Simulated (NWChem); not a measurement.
System: C3H10Si; SMILES CC(C)[SiH3]

```xyz
14

Si    -0.0265    -1.3798     0.0000
C      0.3914     0.4710     0.0000
C     -0.1179     1.1592    -1.2665
C     -0.1179     1.1592     1.2665
H      0.5372    -2.0481    -1.2155
H      0.5372    -2.0481     1.2155
H     -1.5119    -1.5779     0.0000
H      1.4969     0.5170     0.0000
H      0.1742     2.2229    -1.2838
H     -1.2185     1.1243    -1.3273
H      0.2787     0.6931    -2.1822
H      0.2787     0.6931     2.1822
H      0.1742     2.2229     1.2838
H     -1.2185     1.1243     1.3273
```
Atoms are numbered in this order, from 1.

Results from NWChem. Structure relaxed at the PBE0/def2-SVP level. Not confirmed as a minimum by frequencies. Level: PBE0/def2-SVP with SMD (1 M gas to 1 M solution), gas-phase geometry. Reactions with the solvent are ignored.

Problem. Among these, which solvent gives the lowest value of “dipole in solution (D)”?
A. benzene
B. water
C. dichloromethane
D. dimethyl sulfoxide

Solution. A, benzene. Values: benzene 0.99; dichloromethane 1.08; dimethyl sulfoxide 1.11; water 1.12
